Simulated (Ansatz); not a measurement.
`N=C[S][SnH3]` + `CSCF` → `FC[S][SnH3]` + `CSC=N`  (formal exchange of groups at the Sn–S bond)

Program: Ansatz. Geometries: PBE0-D4/def2-TZVP. ΔE: electronic, gas phase. CBS: MP2 limit from def2 TZ/QZ plus the TZ coupled-cluster correction, frozen cores. DFT in def2-TZVPP. def2 core potentials past Kr. For Sn outer-core shells are correlated without core-valence functions, which leaves a few kJ/mol of doubt a bond. One conformer a species, not always the lowest.

| species | r2SCAN energy (Eh) |
| --- | --- |
| `N=C[S][SnH3]` | -708.38742 |
| `CSCF` | -577.21666 |
| `FC[S][SnH3]` | -753.49869 |
| `CSC=N` | -532.10852 |

Work out ΔE.

ΔE = (-753.49869) + (-532.10852) − (-708.38742) − (-577.21666) = -0.00313 Eh = -8.2 kJ/mol. CCSD(T)/CBS gives -8.5 kJ/mol.

Largest T1 diagnostic among the species: 0.015.
